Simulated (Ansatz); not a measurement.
Correlation energies of `[OH][AlH][SiH2][SeH]` by basis set

```xyz
9

O     1.848    0.226    0.691
Al    0.398    1.100    0.544
Si   -1.324   -0.228   -0.566
Se   -0.442   -2.327   -0.852
H     2.644    0.566    1.097
H     0.310    2.583    1.101
H    -1.731    0.334   -1.887
H    -2.579   -0.345    0.228
H     0.876   -1.909   -0.356
```

The species carries charge 0 and has multiplicity 1. Correlated methods include outer-core shells of Se, which these sets cover unevenly. Scalar relativity is left out up to krypton. The geometry is a stationary point of PBE0-D4/def2-TZVP. It is one conformer, not always the lowest. Frozen core, restricted reference, Ansatz 0.2.0.

| basis | HF (Eh) | MP2 corr. | CCSD corr. | (T) | CCSD(T) total |
| --- | --- | --- | --- | --- | --- |
| def2-SVP | -3008.01520 | -0.58706 | -0.62718 | -0.01542 | -3008.65780 |
| def2-TZVPP | -3008.60102 | ? | -0.75815 | ? | ? |
| def2-QZVPP | ? | ? | – | – | – |

**Question.** Fill in the withheld values. (An estimate is asked.)

**Answer.** Computed: def2-TZVPP MP2 corr.: -0.71958; def2-TZVPP (T): -0.02759; def2-TZVPP CCSD(T) total: -3009.38676; def2-QZVPP HF (Eh): -3008.66812; def2-QZVPP MP2 corr.: -1.05907.
